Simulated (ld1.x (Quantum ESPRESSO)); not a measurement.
## Tl, TM: configuration errors across variants

- Element: Tl (Z = 81)
- Generator: ld1.x (Quantum ESPRESSO) 7.5
- Type: norm-conserving Troullier–Martins (Kleinman–Bylander form)
- Functional: LDA (PZ)
- Relativity: scalar-relativistic
- Frozen core: [Xe] 4f14 5d10
- Valence charge: 3
- Reference configuration: 6s2 6p0 (charge +1)
- Partial waves: 6p (bound, empty): rc 1.90 bohr; 6s (bound): rc 2.20 bohr
- Local potential: the s channel
- Core correction: Bessel-smoothed model core inside 1.65 bohr

All-electron excitation energies from the reference (eV): (1) 6s2 6p1 -5.409; (2) 6s1 6p0 21.199; (3) 6s2 6p0.5 -3.440; (4) 6s2 6p1.3 -5.961; (5) 6s1 6p1 8.378; (6) 6s1 6p2 2.074; (7) 6s0 6p3 9.987; (8) 6s2 6p1 spin -5.523; (9) 6s1 6p0 spin 21.015.

Spin tests fill each open shell by Hund’s rule, majority spin first.

Tests that are not counted but printed errors over 1 eV. “wave 6p (bound): rc 1.90 bohr becomes 6p (bound): rc 1.46 bohr”: 6s0 6p3 (converged, but collapsed or in another state, printed error -21.4 eV); 6s2 6p1 (pseudo-atom not self-consistent, printed error +6.6 eV); 1 more.

4 further variants failed, have other tests or another functional or relativity, and are left out.

A true bound ghost makes a file unfit for plane-wave use even where its test errors are small: the radial tests pick states by their node count and pass the ghost by. Where a test does run into it, the solver fails or the error is huge.

Errors AE − PS in meV (a dash: test not solved or not reliable):

| change | (1) | (2) | (3) | (4) | (5) | (6) | (7) | (8) | (9) | bound ghosts |
| --- | --- | --- | --- | --- | --- | --- | --- | --- | --- | --- |
| base | -23 | -214 | -8.0 | -31 | -40 | -10 | -75 | -25 | -224 | p, d |
| local potential all-electron potential smoothed inside 1.75 bohr (lloc = -1) | -13 | -217 | -5.7 | -15 | -26 | -9.7 | -54 | -12 | -226 | s, d, p |
| core correction Bessel-smoothed model core inside 2.06 bohr | -23 | -213 | -8.0 | -31 | -39 | -9.2 | -71 | -24 | -221 | p, d |
| wave 6p (bound): rc 1.90 bohr becomes 6p (bound): rc 1.46 bohr | – | -214 | – | -3777 | -63 | -11914 | – | – | -224 | p, d |
| wave 6s (bound): rc 2.20 bohr becomes 6s (bound): rc 1.86 bohr | -23 | -215 | -7.9 | -30 | -41 | -10 | -75 | -24 | -225 | p, d |

Give the same row for: all radii but the core radius scaled by about 1.25 (s 2.76, p 2.38 bohr).

-21, -229, -7.1, -28, -62, -32, -169, -22, -247; bound ghosts: d.
